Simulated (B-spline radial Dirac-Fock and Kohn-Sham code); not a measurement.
# The M5 (3d5/2) hole of ytterbium ions: width and yield against charge

These are calculated numbers from a radial B-spline solver; the model is a relativistic independent-particle model: LDA orbitals of the hole state, radiative multipoles to third order, Auger rates from the Coulomb interaction with a continuum orbital, Dirac-Fock energies. Tabulated ground configurations, configuration averages; single configurations, so decays that open only by mixing (as 1s 2s² with 1s 2p² in Be-like ions) are missing and such tiny yields are far too low.

| ion | configuration | radiative (eV) | non-radiative (eV) | yield |
| --- | --- | --- | --- | --- |
| Yb | [Xe] 4f14 6s2 | 0.0217 | 1.47 | 0.0145 |
| Yb⁺ | [Xe] 4f14 6s1 | 0.0217 | 1.47 | 0.0145 |
| Yb²⁺ | [Xe] 4f14 | 0.0217 | 1.48 | 0.0145 |
| Yb³⁺ | [Xe] 4f13 | 0.0214 | 1.47 | 0.0144 |
| Yb⁴⁺ | [Xe] 4f12 | 0.0208 | 1.45 | 0.0141 |
| Yb⁵⁺ | [Kr] 4d10 4f12 5s2 5p5 | 0.0210 | 1.46 | 0.0142 |
| Yb⁶⁺ | [Kr] 4d10 4f12 5s2 5p4 | 0.0212 | 1.46 | 0.0143 |
| Yb⁷⁺ | [Kr] 4d10 4f12 5s2 5p3 | 0.0214 | 1.47 | 0.0143 |
